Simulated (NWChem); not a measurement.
Molecule: SnPH$_{5}$; SMILES [PH2][SnH3]

Results from NWChem. The geometry was optimised at PBE-D3(BJ)/def2-SVP. def2 effective core potentials on Sn; no spin-orbit coupling. Vertical excitations in the gas phase; the lowest state need not have the same character in each row.

For level B3LYP/def2-SVPD, full TDDFT:

```
Property                                  Result
----------------------------------------  ------
lowest excitation, singlet (eV)             5.91
oscillator strength of that lowest state   0.211
orbital gap (eV)                            6.38
```

Question: What are these values for level PBE/def2-SVPD, full TDDFT?

Answer: 
- lowest excitation, singlet (eV) = 5.59
- oscillator strength of that lowest state = 0.109
- orbital gap (eV) = 5.03
